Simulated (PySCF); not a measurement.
SnH3, SMILES [SnH3], multiplicity 2. Atoms are numbered in the order given.

```xyz
4

Sn     0.0000     0.0000    -0.0321
H      1.4018     0.8093     0.5345
H     -1.4018     0.8093     0.5345
H      0.0000    -1.6187     0.5345
```
Charge 0, spin multiplicity 2.

Coordinates come from a PBE0-D3(BJ)/def2-TZVPD optimisation. The spin state was assumed, not searched. The isomer is the one that the SMILES or the coordinates give; other isomers of the formula were not compared. The def2 effective core potentials stand for the cores of Sn; spin–orbit coupling is left out.

All values below come from PySCF with PBE/def2-TZVPD.

Mulliken values depend strongly on the basis, most of all with diffuse functions as here. ESP charges are fitted to the potential on shells at 1.4 to 2.0 van der Waals radii. Atomic charges (e):

| atom | ESP fit | Mulliken | Mulliken spin |
|---|---|---|---|
| Sn1 | ? | 0.14 | 0.86 |
| H2 | ? | -0.05 | 0.05 |
| H3 | ? | -0.05 | 0.05 |
| H4 | ? | -0.05 | 0.05 |

Complete the blanks. (The exact figures need the calculation; the answer reports its results.)


- Sn1, ESP fit: 0.11
- H2, ESP fit: -0.04
- H3, ESP fit: -0.04
- H4, ESP fit: -0.04
